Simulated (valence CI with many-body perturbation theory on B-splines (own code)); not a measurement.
Level structure of Br³⁺

Computed by relativistic CI+MBPT: four valence electrons over a frozen Dirac-Fock core [Ar] 3d10, radial functions for each j: 9 s, 9 p, 8 d, 6 f, 3 g, 1 h, with the one-electron correlation potential Σ1 (screened to all orders), the two-electron term Σ2, the three-electron term Σ3, Breit, model QED; selected single and double excitations, second order for the rest, scaled by the run's own slope (own B-spline code, finite nucleus).

No measured spectrum was set against this ion. As an estimate, levels hold to about 250 cm⁻¹ or 0.2 % of their energy and the worst to 1 %, as in measured heavy ions of charge 2 to 7; those with d or f electrons hold less well. Among the levels kept, up to 390 cm⁻¹ of a level comes from second order outside the variational space, and about a tenth of that is noise between levels of different J, which matters for small intervals.

Levels 1 to 31 of 31, with energies above the lowest level, 4s²4p² ³P_0. "Leading %" is the weight of the configuration and term that name the level; weights of strongly mixed levels are sums over their largest components and can fall short, so below about 35 % the name and the second component can differ from the true leading terms, or belong to a minority configuration. In the jj column 3d3/2^4 stands for four electrons in 3d with j = 3/2. Lifetimes count E1, E2, E3, M1 and M2 decay at the calculated energies, and are blank where another channel may lead or the interval is too uncertain; long ones can be off by a factor of two.

| No. | Configuration | Term | J | E (cm⁻¹) | Leading % | Leading jj | Lifetime | g |
| --- | --- | --- | --- | --- | --- | --- | --- | --- |
| 1 | 4s²4p² | ³P | 0 | 0.0 | 94 | 4s^2 4p1/2^2 (77 %) |  |  |
| 2 | 4s²4p² | ³P | 1 | 2617 | 96 | 4s^2 4p1/2 4p3/2 (96 %) | 3.17 s | 1.501 |
| 3 | 4s²4p² | ³P | 2 | 5605 | 90 | 4s^2 4p1/2 4p3/2 (56 %) | 2.94 s | 1.470 |
| 4 | 4s²4p² | ¹D | 2 | 16217 | 90 | 4s^2 4p3/2^2 (56 %) | 202 ms | 1.031 |
| 5 | 4s²4p² | ¹S | 0 | 33635 | 92 | 4s^2 4p3/2^2 (76 %) | 23.7 ms |  |
| 6 | 4s4p³ | ⁵S° | 2 | 82503 | 98 | 4s 4p1/2 4p3/2^2 (54 %) | 475 ns | 1.999 |
| 7 | 4s4p³ | ³D° | 1 | 110836 | 84 | 4s 4p1/2 4p3/2^2 (37 %) | 3.44 ns | 0.521 |
| 8 | 4s4p³ | ³D° | 2 | 110955 | 84 | 4s 4p1/2 4p3/2^2 (57 %) | 3.71 ns | 1.179 |
| 9 | 4s4p³ | ³D° | 3 | 111796 | 87 | 4s 4p1/2 4p3/2^2 (87 %) | 4.17 ns | 1.334 |
| 10 | 4s4p³ | ³P° | 0 | 127014 | 87 | 4s 4p1/2 4p3/2^2 (87 %) | 1.19 ns |  |
| 11 | 4s4p³ | ³P° | 1 | 127234 | 85 | 4s 4p1/2 4p3/2^2 (58 %) | 1.20 ns | 1.482 |
| 12 | 4s4p³ | ³P° | 2 | 127388 | 79 | 4s 4p3/2^3 (46 %) | 1.40 ns | 1.471 |
| 13 | 4s4p³ | ¹D° | 2 | 138212 | 47 | 4s 4p1/2 4p3/2^2 (35 %) | 1.39 ns | 1.019 |
| 14 | 4s²4p4d | ³F° | 2 | 157306 | 94 | 4s^2 4p1/2 4d3/2 (72 %) | 7.02 ns | 0.670 |
| 15 | 4s²4p4d | ³F° | 3 | 159203 | 95 | 4s^2 4p1/2 4d5/2 (51 %) | 5.77 ns | 1.085 |
| 16 | 4s4p³ | ³S° | 1 | 161471 | 71 | 4s 4p1/2 4p3/2^2 (50 %) | 61.6 ps | 1.747 |
| 17 | 4s²4p4d | ³F° | 4 | 162210 | 95 | 4s^2 4p3/2 4d5/2 (95 %) |  | 1.250 |
| 18 | 4s4p³ | ¹P° | 1 | 167396 | 54 | 4s 4p3/2^3 (46 %) | 99.4 ps | 1.249 |
| 19 | 4s²4p4d | ³P° | 2 | 175959 | 58 | 4s^2 4p1/2 4d5/2 (72 %) | 55.9 ps | 1.384 |
| 20 | 4s²4p4d | ³P° | 1 | 177265 | 40 | 4s^2 4p1/2 4d3/2 (54 %) | 48.1 ps | 1.056 |
| 21 | 4s²4p5s | ³P° | 0 | 178602 | 56 | 4s^2 4p1/2 5s (56 %) | 56.4 ps |  |
| 22 | 4s²4p5s | ³P° | 1 | 179865 | 45 | 4s^2 4p1/2 5s (55 %) | 64.1 ps | 1.119 |
| 23 | 4s²4p4d | ³D° | 2 | 181240 | 59 | 4s^2 4p3/2 4d3/2 (66 %) | 45.2 ps | 1.154 |
| 24 | 4s²4p4d | ³P° | 0 | 181250 | 50 | 4s^2 4p3/2 4d3/2 (50 %) | 473 ps |  |
| 25 | 4s²4p4d | ³D° | 3 | 181263 | 83 | 4s^2 4p3/2 4d5/2 (51 %) | 44.7 ps | 1.326 |
| 26 | 4s²4p4d | ³P° | 1 | 181764 | 36 | 4s^2 4p3/2 4d3/2 (52 %) | 122 ps | 1.228 |
| 27 | 4s²4p4d | ¹D° | 2 | 182518 | 34 | 4s^2 4p3/2 4d5/2 (56 %) | 51.9 ps | 1.129 |
| 28 | 4s²4p5s | ³P° | 2 | 185888 | 90 | 4s^2 4p3/2 5s (90 %) | 476 ps | 1.499 |
| 29 | 4s²4p5s | ¹P° | 1 | 187029 | 66 | 4s^2 4p3/2 5s (84 %) | 128 ps | 1.103 |
| 30 | 4s²4p4d | ¹F° | 3 | 192346 | 92 | 4s^2 4p3/2 4d3/2 (37 %) | 43.6 ps | 1.006 |
| 31 | 4s²4p4d | ¹P° | 1 | 200337 | 65 | 4s^2 4p3/2 4d5/2 (47 %) | 52.4 ps | 0.997 |

Names give the largest LS component (configuration and term), which can be under half, so a name can repeat, a term be missing and a line seem to break the LS rules; names also repeat where a configuration has a term twice.

The ionisation energy to 4s²4p ²P°1/2 of the next ion comes out as 46.963 eV (NIST: 47.782 ± 0.012 eV (measured), further off than twice its uncertainty). All 31 levels together are meant to be complete up to 208224 cm⁻¹.
